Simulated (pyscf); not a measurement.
Structures and frequencies: ωB97X-D3(BJ)/def2-SVP in PySCF.

SMILES: [AsH2][SiH2][GeH3]
```xyz
10

Ge     0.0786     1.1304    -1.5934
Si     0.1911     0.9458     0.7627
As     1.6786    -0.8148     1.2486
H     -0.8723     2.2562    -2.0305
H      1.4778     1.4178    -2.1616
H     -0.4236    -0.1942    -2.1931
H     -1.1707     0.7238     1.3313
H      0.7508     2.2020     1.3432
H      1.2249    -0.9343     2.6937
H      0.6885    -1.8623     0.7658
```

How much does it cost (ΔH, 298 K, ωB97M-D3(BJ)/def2-TZVP) to split H₃Ge–SiH₂–AsH₂ (SMILES [GeH3][SiH2][AsH2]) at its Ge–Si bond into GeH₃• + •H₂Si–AsH₂?

Ge–Si to GeH₃• + •H₂Si–AsH₂: 70.3 kcal/mol. The 7 functionals that were run give +65.1 (M06-2X) to +76.8 kcal/mol (ωB97X-D3(BJ)). •H₂Si–AsH₂ lies 16.5 kcal/mol over its isomer H₃Si–AsH• (electronic energy, ωB97M-D3(BJ)). Elements up to Kr have no core potential and no relativistic terms here.
